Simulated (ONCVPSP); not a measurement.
## PBE ONCV dataset for Al, scalar-relativistic all-electron reference.

Al (Z = 13), optimised norm-conserving Vanderbilt (ONCV), made with ONCVPSP 4.0.1 (PBE, scalar-relativistic). Core [Ne], reference 3s2 3p1. Waves: 3s: rc 2.15 bohr, ncon 4, nbas 7, qcut 2.5 1/bohr, 1 projector; 3p: rc 2.80 bohr, ncon 4, nbas 8, qcut 3.1 1/bohr, 3 projectors, debl 2.9 Ha; d scattering state at 0.29 Ha: rc 2.50 bohr, ncon 4, nbas 8, qcut 4.4 1/bohr, 2 projectors, debl 2.6 Ha. Local part: polynomial inside 1.90 bohr (lpopt 2, dvloc0 -1 Ha). Core correction: Teter function, fcfact 4.25, rcfact 1.5.

Does the generator finish with these settings?

Yes, a potential is produced and its reference levels are reproduced.

Estimate the cutoffs (Ha) at which the residual kinetic energy of the hardest occupied pseudo-wave falls to 1 and 0.1 mHa per electron.

12 Ha and 24 Ha. The cutoffs count occupied waves only; projector 2 of the d channel, the hardest unoccupied one, needs 32 Ha at the loose tolerance.

Does the potential have ghost states?

No bound ghost flagged; no localised positive-energy state flagged.

Which valence shell sets the plane-wave cutoff?

3s: 12 Ha for 1 mHa per electron, against 2 Ha for 3p.

Tests: 3s2 3p0; 3s1 3p0; 3s2 3p0.5; 3s0 3p3. Which has the largest error in its energy relative to the reference configuration, and how large is it?

3s0 3p3, with -26 meV (all-electron minus pseudo) on +10.45 eV.
